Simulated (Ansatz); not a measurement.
Program: Ansatz 0.2.0.

A structure relaxed at PBE0-D4/def2-TZVP, charge 0, multiplicity 1:

| atom | x (Å) | y (Å) | z (Å) |
| --- | --- | --- | --- |
| N1 | 1.543 | 0.354 | 0.108 |
| Ge2 | -0.261 | 0.336 | 0.115 |
| N3 | -0.813 | -1.293 | -0.431 |
| Cl4 | -1.215 | 0.639 | 2.019 |
| Cl5 | -0.841 | 2.005 | -1.111 |
| H6 | 1.970 | -0.303 | 0.746 |
| H7 | 1.958 | 1.269 | 0.219 |
| H8 | -1.796 | -1.476 | -0.290 |
| H9 | -0.544 | -1.530 | -1.376 |

Give its formula and SMILES.

Cl2GeH4N2, `[NH2][Ge]([NH2])([Cl])[Cl]`.

Point group (tolerance 0.08 Å, 0.16 Å for H)?

C2.

Summarise the bond lengths by kind.

2 × Ge–N 1.804 Å; 4 × H–N 1.010 to 1.011 Å; 2 × Cl–Ge 2.150 Å.
